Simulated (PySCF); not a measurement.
Gas-phase reaction: HfI4 + 4 ClF = HfF4 + 4 Cl + 2 I2, at 800 K and a standard pressure of 1 bar. Level: CCSD(T)/def2-SVP†.

Method: PySCF energies plus ideal-gas RRHO corrections (1 bar). † marks an energy on the PBE0/def2-TZVP geometry and frequencies. CCSD(T) freezes the core. Open shells (unrestricted): Cl (multiplicity 2, electronic degeneracy 6); the rest are closed-shell singlets. Spin-orbit splitting is ignored; it lowers the true energy and changes the entropy of Cl. Hf, I: scalar-relativistic def2 core potential, no spin-orbit coupling. CCSD(T) isn't extrapolated to the basis-set limit. The harmonic model lacks anharmonicity and excited electronic states, which grow with temperature; levels with a mode under 35 cm⁻¹ are left out. Soft modes under 120 cm⁻¹ make the harmonic entropy rough for HfI4.

```
species       E (Ha)  H(800 K) − E (kJ/mol)  S°(800 K) (J/mol/K)
-------  -----------  ---------------------  -------------------
HfI4     -1235.10210                   86.8                558.4
ClF       -558.95364                   31.1                251.3
HfF4      -446.23510                   89.8                424.8
Cl        -459.44599                   16.6                188.8
I2        -593.57123                   30.0                296.6
```
E: electronic energy; H − E holds the zero-point and thermal terms. 1 Ha = 2625.5 kJ/mol.

### Question
Work out ΔH°, ΔS°, ΔG° and log10 K from these numbers.

### Answer
1. ΔE = 1×(-446.23510) + 4×(-459.44599) + 2×(-593.57123) − 1×(-1235.10210) − 4×(-558.95364) = -0.24486 Ha = -642.9 kJ.
2. Δ(H − E) = 1×(89.8) + 4×(16.6) + 2×(30.0) − 1×(86.8) − 4×(31.1) = 5.0 kJ, so ΔH° = -637.9 kJ.
3. ΔS° = 1×(424.8) + 4×(188.8) + 2×(296.6) − 1×(558.4) − 4×(251.3) = 209.6 J/K; the number of gas molecules changes by +2.
4. ΔG° = ΔH° − TΔS° = -637.9 − 800×(209.6)/1000 = -805.6 kJ.
5. log10 K = −ΔG°/(RT ln 10) = 52.58, with RT ln 10 = 15.32 kJ/mol; at standard pressures the products are favoured.
6. A shift of 10 kJ in ΔE would move log10 K by 0.65 here.
For scale, ΔH°(298 K) is -643 kJ at this level, -459 kJ at ωB97M-V/def2-TZVP†, and runs from -854 to -242 kJ over the 16 levels computed.
